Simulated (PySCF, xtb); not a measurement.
1,1-dibromo-2-chloroethene (C₂HBr₂Cl), SMILES ClC=C(Br)Br.

GFN2-xTB in xtb 6.7.1 at its own geometry gives an orbital gap of 3.72 eV and a dipole moment of 2.60 D.

Geometry optimised at B3LYP-D3(BJ)/def2-SVP.

Q: What does PBE/def2-TZVP run with PySCF give? (The exact figures need the calculation; the answer reports its results.)

A: gap 4.09 eV (levels -6.17 and -2.08 eV), dipole 0.71 D.
